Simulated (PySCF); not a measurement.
Cd(I)(NH2) (CdH₂IN), SMILES [NH2][Cd][I].

Geometry: PBE0-D3(BJ)/def2-TZVP. The def2 effective core potentials stand for the cores of Cd, I; spin–orbit coupling is left out. The values are those of a single conformer.

All values below come from PBE/def2-TZVPD run with PySCF.

Symmetry labels are those of the subgroup Cs that the program uses (full group Cs).

Problem. List the valence orbital energies around the gap with their symmetry. (An estimate is asked for; the answer gives what the named calculation found.)

Solution. 
```tsv
orbital	symmetry	energy (eV)
HOMO−7	A"	-13.17
HOMO−6	A'	-13.17
HOMO−5	A"	-11.22
HOMO−4	A'	-8.82
HOMO−3	A'	-7.89
HOMO−2	A'	-6.50
HOMO−1	A"	-6.45
HOMO	A'	-6.00
LUMO	A'	-2.37
LUMO+1	A"	-1.25
LUMO+2	A'	-0.95
LUMO+3	A'	-0.03
```
